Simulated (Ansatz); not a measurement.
A run of Ansatz (development build ahead of 0.2.0) on singlet GeH4 at this shape:

```yaml
atoms:
  - { symbol: Ge, position_ang: [0.0050, -0.0070, -0.0052] }
  - { symbol: H, position_ang: [0.8799, 0.8940, 0.8876] }
  - { symbol: H, position_ang: [0.8883, -0.8959, -0.8821] }
  - { symbol: H, position_ang: [-0.8958, 0.8858, -0.8928] }
  - { symbol: H, position_ang: [-0.8810, -0.8824, 0.8932] }
```

Its results:

| Quantity | Value |
| --- | --- |
| Converged | yes |
| Total energy | -2077.71791 hartree |
| Spin squared of the determinant | 0.000 |

(1) Which input gives this output? Name the method, the orbitals and the basis set, and write the input.

Results:

(1) RHF in cc-pVTZ. An unrestricted run that stays on the closed shell gives the same numbers.

```yaml
crystal:
  periodic: [false, false, false]
  atoms:
    - { symbol: Ge, position_ang: [0.00495, -0.00698, -0.00517] }
    - { symbol: H, position_ang: [0.8799, 0.894, 0.88762] }
    - { symbol: H, position_ang: [0.88834, -0.89586, -0.8821] }
    - { symbol: H, position_ang: [-0.8958, 0.88581, -0.89278] }
    - { symbol: H, position_ang: [-0.88105, -0.88238, 0.89319] }
basis:
  gaussian: { orbitals: cc-pVTZ }
hamiltonian:
  xc: hf
```
